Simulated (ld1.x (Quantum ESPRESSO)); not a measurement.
What one change does to a pseudopotential (La (Z = 57), TM)

lanthanum, norm-conserving Troullier–Martins (Kleinman–Bylander form), made with ld1.x (Quantum ESPRESSO) 7.5 (PBE, scalar-relativistic). Core [Kr] 4d10 5s2, reference 4f0 5p6 5d0 6s0 6p0 (charge +3). Waves: 6s (bound, empty): rc 3.20 bohr; 5p (bound): rc 2.75 bohr; 5d (bound, empty): rc 2.35 bohr; 4f (bound, empty): rc 1.85 bohr. Local part: all-electron potential smoothed inside 2.45 bohr (lloc = -1). Core correction: Bessel-smoothed model core inside 1.25 bohr.

Change: wave 6s (bound): rc 3.20 bohr becomes 6s (bound): rc 4.86 bohr.

Cutoffs: the cutoffs (Ry, on a coarse ladder) from which the occupation-weighted sum of valence levels, in a spherical-Bessel basis at the reference potential, stays within 10 and 1 mRy of its value at 400 Ry; they do not see the model core or the augmentation charge, which bear on the density cutoff. Errors are all-electron minus pseudo energies relative to the spin-unpolarised reference configuration.

Question: What does the change do?

Answer: The potential gets neither clearly harder nor softer (12 Ry and 21 Ry → 12 Ry and 21 Ry); both files keep a bound ghost (s); of the 6 tests that both files solve, the error grows in 0 and shrinks in 4 by more than 15 % and 0.3 meV (median size 58.4 → 17.7 meV). That the errors move this way runs against the usual rule that smaller radii transfer better.

| quantity | base | changed |
| --- | --- | --- |
| cutoff, loose | 12 Ry | 12 Ry |
| cutoff, tight | 21 Ry | 21 Ry |
| bound ghosts | s | s |
| tests counted (converged, no solver errors) | 6 of 7 | 6 of 7 |
| error for 4f0 5p6 5d1 6s2 6p0, meV [ΔE -35.80 eV] | +118 | +27 |
| error for 4f0 5p6 5d1 6s1 6p0, meV [ΔE -29.84 eV] | +55 | -6.0 |
| error for 4f0 5p6 5d1 6s0 6p0, meV [ΔE -18.95 eV] | -14 | -14 |
| error for 4f0 5p6 5d0 6s2 6p0, meV [ΔE -29.42 eV] | +62 | -21 |
| error for 4f0 5p6 5d2 6s0 6p0, meV [ΔE -29.77 eV] | -41 | -41 |
| error for 4f0 5p6 5d1 6s1.5 6p0, meV [ΔE -33.40 eV] | +89 | +8.7 |

Base: The cutoffs count occupied waves only; the empty 4f level needs 100 Ry at the loose tolerance. Tests not counted: 4f1 5p6 5d0 6s2 6p0 (solver errors, printed error -1499 eV). Changed file: The cutoffs count occupied waves only; the empty 4f level needs 100 Ry at the loose tolerance. Tests not counted: 4f1 5p6 5d0 6s2 6p0 (solver errors, printed error -1499 eV). A true bound ghost makes a file unfit for plane-wave use even where its test errors are small: the radial tests pick states by their node count and pass the ghost by. Where a test does run into it, the solver fails or the error is huge.
